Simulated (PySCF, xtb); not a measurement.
C2H6BeSe, SMILES C[CH2][Be][SeH].

GFN2-xTB run with xtb at its own geometry gives an orbital gap of 4.13 eV and a dipole moment of 2.55 D.

Coordinates come from a TPSSh-D3(BJ)/def2-SVP optimisation. The structure was generated by enumeration; whether it is a known compound was not checked. One conformer was computed; it need not be the lowest.

Q: What does PySCF with ωB97X/def2-TZVP give? (Estimate from the structure and the level; the computed values follow.)

A: gap 10.68 eV (levels -9.41 and 1.27 eV), dipole 1.11 D.
